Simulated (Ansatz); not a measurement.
Total energies of C₂H₈Ge (`[CH3][GeH2][CH3]`).

Z-matrix (Å, degrees):
```
C
Ge 1 1.955
H 1 1.091 2 110.3
H 1 1.091 2 110.8 3 120.1
H 1 1.091 2 110.3 3 -119.8
C 2 1.955 1 110.6 3 59.9
H 2 1.544 1 109.6 3 -179.2
H 2 1.544 1 109.6 3 -61.0
H 6 1.091 2 110.3 1 59.9
H 6 1.091 2 110.3 1 -59.9
H 6 1.091 2 110.8 1 -180.0
```

The species carries charge 0 and has multiplicity 1. Correlated methods include outer-core shells of Ge, which these sets cover unevenly. Scalar relativity is left out up to krypton. The structure was optimised at the PBE0-D4/def2-TZVP level. Basis def2-TZVPP, the Gaussian-basis code of Ansatz.

RPA on PBE orbitals: Hartree–Fock energy of these orbitals -2155.75099 Eh, correlation -1.06528 Eh (frozen core).

| functional | energy without D4 (Eh) | D4 term (kJ/mol) |
| --- | --- | --- |
| r2SCAN0 | -2157.97913 | -4.8 |
| CAM-B3LYP | -2158.13554 | -14.1 |

Problem. Give the same for LDA (SPW92), PBE, revPBE, BLYP, r2SCAN, B97M-V, PBE0, B3LYP, r2SCANh, HSE06 (plane-wave form), BHLYP, LC-ωPBE, ωB97X-V, ωB97M-V, B2PLYP, PBE-QIDH. (Estimate.)

Solution. Computed: 
| functional | energy without D4 (Eh) | D4 term (kJ/mol) |
| --- | --- | --- |
| LDA (SPW92) | -2154.10283 | – |
| PBE | -2157.62209 | -16.6 |
| revPBE | -2157.87791 | -51.6 |
| BLYP | -2158.05909 | -36.6 |
| r2SCAN | -2158.00239 | -4.1 |
| B97M-V | -2157.68156 | – |
| PBE0 | -2157.69901 | -14.0 |
| B3LYP | -2158.12313 | -26.7 |
| r2SCANh | -2157.99266 | -4.3 |
| HSE06 (plane-wave form) | -2157.69363 | -13.0 |
| BHLYP | -2157.99057 | -20.2 |
| LC-ωPBE | -2157.75160 | – |
| ωB97X-V | -2157.85342 | – |
| ωB97M-V | -2157.88359 | – |
| B2PLYP | -2157.61301 | – |
| PBE-QIDH | -2157.36487 | – |

B3LYP takes the VWN-RPA correlation (the form of Gaussian; ORCA's B3LYP/G). HSE06 is the plane-wave form, built on full-range PBE exchange. The double hybrids freeze the cores in their second-order part.

LC-ωPBE has ω = 0.4 bohr⁻¹.
